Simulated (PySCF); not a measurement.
Numbering as in the mapped SMILES `[CH:1]1=[CH:2][CH2:3][C:4]([CH:5]2[CH2:6][CH2:7]2)=[CH:8]1`. Each H is labelled by its parent atom. Ha(C6), Ha(C7) are cis to C4 on the ring; Hb(C6), Hb(C7) are trans to C4 on the ring.

- shielding tensors at PBE0/pcSseg-1 (GIAO)
- coordinates at the GFN2-xTB level
- code: PySCF
- gas phase, one averaged value for each set of equivalent atoms, non-relativistic Hamiltonian, single conformer

Problem. List the cross peaks expected in HSQC, COSY and HMBC spectra.

Solution. 

HSQC (one-bond C–H):
```csv
δH,δC
6.72 (H(C1)),140.6 (C1)
6.37 (H(C2)),135.9 (C2)
5.97 (H(C8)),125.0 (C8)
3.15 (H(C3)),49.5 (C3)
1.44 (H(C5)),14.3 (C5)
1.05 (Hb(C6)/Hb(C7)),17.2 (C6/C7)
0.58 (Ha(C6)/Ha(C7)),17.2 (C6/C7)
```

COSY cross peaks (H two or three bonds apart, from the bond graph; peaks can be absent where the dihedral angle is near 90°):
```csv
δH,δH
6.72 (H(C1)),6.37 (H(C2))
6.72 (H(C1)),5.97 (H(C8))
6.37 (H(C2)),3.15 (H(C3))
1.44 (H(C5)),1.05 (Hb(C6)/Hb(C7))
1.44 (H(C5)),0.58 (Ha(C6)/Ha(C7))
1.05 (Hb(C6)/Hb(C7)),0.58 (Ha(C6)/Ha(C7))
```

HMBC (two and three bonds, from the bond graph):
```csv
δH,δC
6.72 (H(C1)),"164.5 (C4), 135.9 (C2), 125.0 (C8), 49.5 (C3)"
6.37 (H(C2)),"164.5 (C4), 140.6 (C1), 125.0 (C8), 49.5 (C3)"
5.97 (H(C8)),"164.5 (C4), 140.6 (C1), 135.9 (C2), 49.5 (C3), 14.3 (C5)"
3.15 (H(C3)),"164.5 (C4), 140.6 (C1), 135.9 (C2), 125.0 (C8), 14.3 (C5)"
1.44 (H(C5)),"164.5 (C4), 125.0 (C8), 49.5 (C3), 17.2 (C6/C7)"
1.05 (Hb(C6)/Hb(C7)),"164.5 (C4), 17.2 (C6/C7), 14.3 (C5)"
0.58 (Ha(C6)/Ha(C7)),"164.5 (C4), 17.2 (C6/C7), 14.3 (C5)"
```

Referencing at the same level of theory: 1H and 13C against TMS.

Short H···H contacts in this conformer between protons four or more bonds apart (candidates for NOE cross peaks, intensity ∝ r⁻⁶): Ha(C7)···H(C8) 2.59 Å, H(C3)···H(C5) 2.77 Å.

Shifts are as computed. Against solution values, carbons near 30 ppm lie about +3 ppm off and those near 130 ppm about +5 ppm. Of 1211 compounds with measured shifts, 218 miss one by over three times the rms of a fit or turn the order of signals round; such compounds aren't used in these exercises.
